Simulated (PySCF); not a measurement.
**Ionising MoH**

r²SCAN; Mo def2-TZVPPD with ECP28, H def2-TZVPPD; scalar-relativistic core potentials (PySCF 2.14). Neutral (UKS): sextet (σ ↑, π ↑↑, δ ↑↑), Re = 1.715 Å, ωe = 1774 cm⁻¹, De = 2.42 eV, HOMO -5.01 eV, LUMO -2.21 eV.

MoH⁺ (UKS): quintet (π ↑↑, δ ↑↑), Re = 1.671 Å, ωe = 1939 cm⁻¹, De = 2.03 eV to Mo⁺ (4d5) + H. The energies at the minima are -68.74225 hartree for MoH and -68.44946 for MoH⁺.

Task: Work out the adiabatic ionisation energy, without and with harmonic zero-point energies (1 hartree = 27.2114 eV, 1 eV = 8065.5 cm⁻¹), and the change of the bond length.

Result: At r²SCAN: 0.29279 hartree = 7.967 eV between the minima; the zero-point term (1939.0 − 1774.0)/2 cm⁻¹ = +0.010 eV makes it 7.977 eV. Re changes by -4.4 pm against the neutral. The electron leaves a σ orbital, and the shorter bond of the ion fits an antibonding orbital, or a change in how ionic the bond is.

The metal atom is held in its measured ground configuration; semilocal functionals can put another filling of s and d lower by some tenths of an eV, and De to that atom would be smaller. Spin–orbit coupling is left out, which matters for elements this heavy, above all for dissociation energies. For an ion De counts to the pair picked by the measured ionisation energies or electron affinities, which need not be the lowest pair at this level. With d or f electrons several states lie close, and the lowest PBE0 determinant need not be the measured ground state.
